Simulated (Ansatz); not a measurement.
`Cl[Si](Cl)(Cl)Br` + `C=C` → `C=C[Si](Cl)(Cl)Cl` + HBr  (formal exchange of groups at the Si–Br bond)

Computed with Ansatz on PBE0-D4/def2-TZVP structures; ΔE is electronic, products minus reactants. CCSD(T)/CBS is the MP2 limit (def2-TZVPP, def2-QZVPP) plus CCSD(T) − MP2 in def2-TZVPP, frozen cores. This one scheme is used for every species. DFT in def2-TZVPP. HSE06 is defined as in plane-wave codes. For Br outer-core shells are correlated without core-valence functions, which leaves a few kJ/mol of doubt a bond. Scalar relativity is left out up to krypton. Each species was taken in one conformer, which may not be the lowest.

```csv
level,ΔE (eV)
PBE0-D4,0.71
PBE-QIDH,0.73
HSE06,0.73
CCSD(T)/def2-SVP,0.60
```

Problem. What does CCSD(T)/CBS give? (An estimate is asked.)

Solution. Computed: +0.73 eV. The listed levels differ from it by -0.02, 0.00, 0.00, -0.13 eV.

Largest T1 diagnostic among the species: 0.011.

At CCSD(T), def2-SVP lies −0.13 eV from the extrapolated value and def2-TZVPP −0.07 eV. In def2-TZVPP, CCSD(T) changes the Hartree–Fock value by −0.09 eV (the triples alone add −0.01 eV) and MP2 by −0.03 eV.
